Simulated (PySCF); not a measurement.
A geometry optimisation on `FB[SiH2]B(F)F`.

Computed with PBE0-D3(BJ)/def2-SVP geometry optimisation, gas phase (PySCF 2.14.0). Start geometry: GFN2-xTB. The input is one job of a driver script: a line of settings, then coordinates in Å.

Command:
```bash
OMP_NUM_THREADS=1 python probes_run.py task.json out
```

Input:
```
{"job": {"xc": "PBE0", "basis": "def2-SVP", "d3": "d3bj", "grid": 1, "shake": 0.01, "kind": "geom"}, "charge": 0, "multiplicity": 1}
F     -2.103170     1.174380    -0.658360
B     -1.611020    -0.000890    -0.492240
Si    -0.076270    -0.221420     0.719710
B      1.649420     0.164530    -0.283060
F      2.239950     1.317710    -0.285830
F      2.179670    -0.696640    -1.106980
H     -2.102800    -0.840850    -1.140030
H      0.017500    -1.575290     1.283520
H     -0.135460     0.661330     1.929550
```

Output:
```
step   0  E = -639.82588008  max force = 0.036092
step   1  E = -639.83189118  max force = 0.005883
step   2  E = -639.83221830  max force = 0.002134
step   3  E = -639.83228844  max force = 0.000652
step   4  E = -639.83231892  max force = 0.000986
step   5  E = -639.83232623  max force = 0.001869
step   6  E = -639.83233004  max force = 0.001528
step   7  E = -639.83233288  max force = 0.000374
optimisation converged
```

Energies in Eh; «max force» is the largest Cartesian gradient component in Eh/bohr.

Give the first gradient maximum in eV/Å.

With 1 Eh/bohr = 51.422 eV/Å, 1.856 eV/Å.

Main results: final energy -639.83233 Eh after 7 steps; dipole 0.91 D.

The run took 31 s of wall time on an Arm Neoverse V1 with one thread (shared host), and the process peaked at 0.41 GiB of memory.
Labels such as C1 count atoms from 1, the log's own numbers from 0.
